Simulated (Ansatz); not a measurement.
C$_{3}$H$_{6}$AlI (`[CH3][AlH]/[CH]=C/I`), relaxed with RKS PBE0-D4/def2-TZVP in Ansatz 0.2.0 from a PBE-D4/def2-SVP geometry. The force threshold is 0.005 eV/Å; the program also tests the step.

The species carries charge 0 and has multiplicity 1. I takes the def2 core potential.

Start:

```xyz
11

C     0.467   -1.132    1.958
Al   -0.133   -0.795    0.120
C    -0.003    0.998   -0.664
C    -0.453    1.163   -1.922
I    -0.441    3.001   -3.006
H     0.290   -2.174    2.291
H    -0.048   -0.455    2.674
H     1.554   -0.925    2.067
H    -0.756   -1.919   -0.839
H     0.407    1.876   -0.132
H    -0.884    0.362   -2.546
```

```
step  energy (eV)  largest force (eV/Å)  largest move (Å)
   1  -17900.9879                 0.658             0.000
   2  -17901.0355                 0.142             0.065
   3  -17901.0370                 0.137             0.030
   4  -17901.0392                 0.049             0.016
   5  -17901.0393                 0.028             0.002
   6  -17901.0394                 0.008             0.008
   7  -17901.0394                 0.003             0.004
```

End:

```xyz
11

C     0.464   -1.126    1.942
Al   -0.134   -0.774    0.122
C    -0.012    1.008   -0.655
C    -0.445    1.151   -1.901
I    -0.436    2.947   -2.984
H     0.275   -2.154    2.260
H    -0.030   -0.457    2.655
H     1.539   -0.939    2.039
H    -0.747   -1.883   -0.838
H     0.383    1.882   -0.140
H    -0.856    0.346   -2.502
```

It took 27 s on 4 threads of an Arm Neoverse V2 on a shared host, with 0.62 GiB of host memory at the peak.
